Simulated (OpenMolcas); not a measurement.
# Mo5+: effect of the ligand basis

Mo5+ with 6 ligands (fluoride) in octahedral coordination (Oh) at 1.92 Å. A charge of +0.167 e stands 2.8 Å behind each ligand.

```json
{"Program": "OpenMolcas", "Method": "CASSCF", "Spin-orbit coupling": "state interaction with AMFI integrals over the reference wave functions"}
```

Fixed: metal basis ANO-RCC-VTZP, active space 1 electron in 5 orbitals (4d), DKH2 Hamiltonian.

States (labels of O, the rotations of Oh). Energies in cm-1 above the lowest state or level, χT in cm3 K/mol; under a threefold ground state the first gap can be a small split of the lowest multiplet, not the spin-orbit step; 10Dq is the gap between the two states.

| Run | Ligand basis | Ground state | First state of that spin | 10Dq | First gap with spin-orbit (degeneracies) | χT at 300 K | Cost |
| --- | --- | --- | --- | --- | --- | --- | --- |
| A | ANO-RCC-VDZP | 2T2 | 2E 34552 | 34552 | 1249 (4, 2) | 0.118 | roughly 12 core-seconds |
| B | ANO-RCC-VTZP | 2T2 | 2E 34506 | 34506 | 1254 (4, 2) | 0.118 | roughly 50 core-seconds |

Against A, |10Dq| changes by -0.1 % in B.

Costs are those of the RASSCF and RASSI steps.

An orbital triplet at a regular site is open to Jahn-Teller coupling, which can distort the site and quench the lowest spin-orbit gaps and is left out. With metal d orbitals alone the field can be off either way by tens of per cent. Ligand-to-metal charge-transfer states are missing. The least metal-like active orbital is 74 % on the metal (Löwdin) and no ligand orbital is active, so the numbers are rough (holds for A). The least metal-like active orbital is 69 % on the metal (Löwdin) and no ligand orbital is active, so the numbers are rough (holds for B). No measured value stands beside these numbers; the geometry was imposed, not optimised, and the real ion may take another.
